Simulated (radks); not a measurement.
Q: Radial electron density D(r) = 4 pi r^2 rho(r) of an atom or ion with 18 electrons. Method: Dirac Kohn-Sham, PBE, spin-unpolarised, spherical densities, finite nucleus; Fermi nuclear charge, rms radius of each element as measured or else 0.836 A^(1/3) + 0.57 fm; computed with a radial shooting solver on a logarithmic mesh with Libxc functionals.

```
   r/bohr * D(r) (the largest magnitude, 82.1, reaches the edge; | marks zero)
  0.00134 | *
 0.001663 |  *
 0.002081 |   *
 0.002582 |     *
 0.003205 |       *
 0.004009 |           *
 0.004976 |               *
 0.006176 |                    *
 0.007726 |                          *
 0.009589 |                                *
   0.0119 |                                      *
  0.01489 |                                           *
  0.01848 |                                             *
  0.02293 |                                            *
  0.02869 |                                          *
  0.03561 |                                       *
   0.0442 |                                        *
  0.05529 |                                              *
  0.06862 |                                                    *
  0.08517 |                                                      *
   0.1066 |                                              *
   0.1322 |                               *
   0.1641 |                     *
   0.2053 |                    *
   0.2548 |                        *
   0.3163 |                    *
   0.3957 |          *
   0.4911 |  *
   0.6095 *
   0.7625 *
   0.9464 *
```

What is the nuclear charge?

A: Z = 52. The innermost maximum, from 1s, lies near gamma/Z bohr with gamma = sqrt(1 - (Z/c)^2) = 0.925, here 0.0178 bohr (found: 0.0197), and its height grows with Z. The density is that of the tellurium ion Te34+ in [Ar]; the configuration itself is not fixed sharply by these data, and Z only to a few units. D(r) has 3 maxima, at r = 0.0197, 0.0799, 0.259 bohr, and minima at 0.0383, 0.182 bohr, inside which lie 2.04, 10.40 electrons.
